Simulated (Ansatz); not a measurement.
Ansatz (a program for electronic structure) input (B3LYP/6-31+G*): The .json file is the Basis Set Exchange's 6-31+G*.

Ansatz 0.2 input:
```yaml
crystal:
  periodic: [false, false, false]
  atoms:
    - {symbol: C, position_ang: [-0.07353600, -2.30902200, 0.43568000]}
    - {symbol: Si, position_ang: [0.68115300, -0.98115600, -0.66123000]}
    - {symbol: C, position_ang: [2.31470600, -0.37499400, 0.03506000]}
    - {symbol: Si, position_ang: [-0.77124600, 0.85946200, -0.82481900]}
    - {symbol: Cl, position_ang: [-1.07060900, 1.60260300, 1.10841200]}
    - {symbol: H, position_ang: [0.61424400, -3.15182100, 0.54178000]}
    - {symbol: H, position_ang: [-0.27944900, -1.90864400, 1.42985100]}
    - {symbol: H, position_ang: [-1.00988800, -2.68340100, 0.01991600]}
    - {symbol: H, position_ang: [0.86763700, -1.50318800, -2.04121400]}
    - {symbol: H, position_ang: [2.77784000, 0.36097600, -0.62361400]}
    - {symbol: H, position_ang: [2.16304200, 0.09196600, 1.01008700]}
    - {symbol: H, position_ang: [3.01163200, -1.20642100, 0.16148300]}
    - {symbol: H, position_ang: [-2.13042000, 0.56409300, -1.36103200]}
basis:
  gaussian:
    orbitals: 6-31+G_.json
hamiltonian:
  xc: {name: B3LYP}
magnetization: {spin_polarized: true, initial_magnetization: 1}
output: {forces: true}
```

Output:

```
Functional definition: B3LYP
integrals: 0.09 GiB planned
1161 factors; integrals over basis functions are off by at most 7.7e-4 eV
mean field: 1.04 GiB planned
mean field evaluation 1: about -30471.9236 eV, gradient 4.9e1 eV
mean field evaluation 2: about -30460.3556 eV, gradient 6.2e1 eV
mean field evaluation 4: about -30483.1855 eV, gradient 2.9e0 eV
mean field evaluation 8: about -30483.4540 eV, gradient 2.5e-1 eV
mean field evaluation 16: about -30483.4545 eV, gradient 2.3e-4 eV
mean field -30483.45447613 eV, -1120.2462895700 hartree, gradient 8.3e-5 eV, S^2 0.752054; 0 other end points of the search recorded, 0 dependent functions left out
the calculation of the forces begins
reference -30483.45487472 eV, -1120.2463042183 hartree; 33, 32 occupied and 90, 91 virtual orbitals, 1161 factors
Total energy: -30483.45487472 eV, -1120.2463042183 hartree
Atom 0 at    -0.073536    -2.309022     0.435680 Å, force    -0.023807    -0.034454     0.011560 eV/Å
Atom 1 at     0.681153    -0.981156    -0.661230 Å, force    -0.057935     0.048105    -0.148212 eV/Å
Atom 2 at     2.314706    -0.374994     0.035060 Å, force     0.041585     0.011240     0.002432 eV/Å
Atom 3 at    -0.771246     0.859462    -0.824819 Å, force     0.060185     0.013545    -0.239686 eV/Å
Atom 4 at    -1.070609     1.602603     1.108412 Å, force    -0.085481     0.150994     0.265582 eV/Å
Atom 5 at     0.614244    -3.151821     0.541780 Å, force     0.086583    -0.139248     0.028946 eV/Å
Atom 6 at    -0.279449    -1.908644     1.429851 Å, force    -0.036921     0.017813     0.163311 eV/Å
Atom 7 at    -1.009888    -2.683401     0.019916 Å, force    -0.146295    -0.087635    -0.040344 eV/Å
Atom 8 at     0.867637    -1.503188    -2.041214 Å, force     0.011694    -0.035450    -0.103514 eV/Å
Atom 9 at     2.777840     0.360976    -0.623614 Å, force     0.102861     0.111525    -0.085308 eV/Å
Atom 10 at     2.163042     0.091966     1.010087 Å, force     0.021524     0.067736     0.151531 eV/Å
Atom 11 at     3.011632    -1.206421     0.161483 Å, force     0.125783    -0.109430     0.026140 eV/Å
Atom 12 at    -2.130420     0.564093    -1.361032 Å, force    -0.099775    -0.014739    -0.032438 eV/Å
Dipole moment:     0.234873    -0.349490    -0.173149 e Å
```

The geometry given is a B3LYP-D3(BJ)/def2-TZVP minimum.
